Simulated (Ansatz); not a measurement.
C2H7FN2Si, SMILES `C=NC(F)[SiH2]N` from Hartree–Fock to CCSD(T)

```xyz
13

C     2.030   -0.487   -0.568
N     1.370    0.528   -0.209
C     0.509    0.489    0.897
F     0.599   -0.688    1.660
Si   -1.299    0.662    0.269
N    -1.743   -0.524   -0.878
H     2.657   -0.411   -1.454
H     2.014   -1.436   -0.028
H     0.766    1.318    1.569
H    -1.415    2.013   -0.331
H    -2.173    0.510    1.459
H    -1.966   -1.460   -0.582
H    -1.350   -0.514   -1.805
```

Charge 0, multiplicity 1. The structure was optimised at the PBE0-D4/def2-TZVP level. It is one conformer, not always the lowest. Frozen core, restricted reference, Ansatz. CBS rows extrapolate triple and quadruple zeta; past MP2 they add the triple-zeta difference.

```tsv
basis	HF (Eh)	MP2 corr.
def2-TZVPP	-577.21186	-1.11276
def2-QZVPP	-577.23418	-1.19731
```

(1) Estimate the CCSD correlation energy and the (T) correction in each basis where they were run (hartree).

## Answers

(1) 
| basis | CCSD corr. | (T) |
| --- | --- | --- |
| def2-TZVPP | -1.15475 | -0.04596 |
| CBS(def2) | -1.30191 | as TZ |
